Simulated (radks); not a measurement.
Results of a calculation; reference values are marked as such.
The mean radii <r> (bohr) of the occupied orbitals of an atom or ion are listed with their occupations. Level of theory: scalar-relativistic Kohn-Sham, r2SCAN, spin-polarised, spherical densities, finite nucleus; meta-GGA in the generalised Kohn-Sham scheme; Fermi nuclear charge, rms radius of each element as measured or else 0.836 A^(1/3) + 0.57 fm (a radial shooting solver on a logarithmic mesh with Libxc functionals).

orbital  occ.     <r>
1s up       1  0.1306
1s down     1  0.1302
2s up       1  0.6430
2s down     1  0.6537
2p up       3  0.5993
2p down     1  0.6158

Name the element and its charge. Open shells, if any, are filled with parallel spins first.

Answer. Z = 12, magnesium, charge +4: Mg4+ in [He] 2s2 2p4. The 1s radius gives Z: for a bare nucleus <r> = (2 gamma + 1)/(2Z) with gamma = sqrt(1 - (Z/c)^2), 0.1247 bohr for Z = 12, and screening makes it slightly larger (0.1306 here). The occupations add up to 8, and the charge is Z minus that.
